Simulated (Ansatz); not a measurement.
A nudged elastic band was laid between two geometries of C$_{2}$H$_{4}$OZn (8 atoms, charge 0, multiplicity 1).

The calculation used Ansatz 0.2.0, RHF/def2-SVP.

```json
{
  "movable images": "5",
  "climbing image": "yes",
  "spring": "5.0 eV/Å²",
  "optimiser": "lbfgs",
  "start path": "IDPP",
  "force threshold": "0.03 eV/Å",
  "iteration limit": "60",
  "end points": "relaxed",
  "largest step": "0.02 Å"
}
```

Initial state:

```xyz
8
Properties=species:S:1:pos:R:3
C -0.198 1.373 0.211
C 0.008 -0.091 -0.048
O 0.365 -0.547 -1.079
Zn 0.875 -5.233 -0.823
H 0.019 1.951 -0.685
H -1.229 1.548 0.527
H 0.450 1.696 1.029
H -0.198 -0.754 0.813
```

Final state:

```xyz
8
Properties=species:S:1:pos:R:3
C -0.117 1.376 0.291
C 0.093 -0.087 0.031
O 1.124 -0.651 0.158
Zn 0.352 -5.266 -1.289
H -0.488 1.861 -0.615
H -0.879 1.506 1.063
H 0.814 1.842 0.607
H -0.807 -0.639 -0.301
```

Question: What changes between the two ends?

Answer: No bond is made or broken. The dihedral H5–C1–C2–O3 goes from 0 to 122°.

Question: What energy profile does the band end with?

Answer: It converged. The highest image is number 3 of 0 to 6, 1.2 kcal/mol above the ends, which have the same energy within 2 meV. Another band between the same ends (5 images) ends at a top of the same energy, where a vibrational analysis finds 1 clearly imaginary mode.

| image | path coordinate (Å) | energy (kcal/mol) | dihedral H5–C1–C2–O3 (°) |
| --- | --- | --- | --- |
| 0 | 0.00 | 0.0 | 0 |
| 1 | 0.39 | 0.3 | 20 |
| 2 | 0.78 | 0.9 | 39 |
| 3 | 1.17 | 1.2 | 59 |
| 4 | 1.56 | 0.9 | 80 |
| 5 | 1.95 | 0.3 | 101 |
| 6 | 2.34 | 0.0 | 122 |

Question: What is the geometry of the highest image?

Answer: 
```xyz
8
Properties=species:S:1:pos:R:3
C -0.177 1.374 0.257
C 0.046 -0.094 -0.007
O 0.955 -0.517 -0.634
Zn 0.623 -5.266 -1.035
H -0.277 1.903 -0.692
H -1.069 1.543 0.858
H 0.690 1.787 0.775
H -0.700 -0.787 0.423
```

Time of the run: 2.2 min on 1 thread of Arm Neoverse V1 (shared host), peak memory 0.17 GiB.
